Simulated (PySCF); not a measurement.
F2OS, SMILES O=S(F)F.

The structure is a stationary point at PBE0-D3(BJ)/def2-TZVP.

Calculation: M06-2X/def2-TZVPD (PySCF).

The molecule is in vacuum.

Computed frontier levels, gap, dipole moment and polarisability:
```yaml
highest_occupied_level: -11.25 eV
lowest_empty_level: -0.44 eV
orbital_gap: 10.81 eV
dipole_moment: 1.77 D
quadrupole, principal values (traceless, Buckingham form, about the centre of nuclear charge): -3.10, 0.60, 2.51 D·Å
mean_static_polarisability: 26.0 bohr³ (3.85 Å³)
polarisability_principal_values: 22.5, 26.1, 29.3 bohr³
```
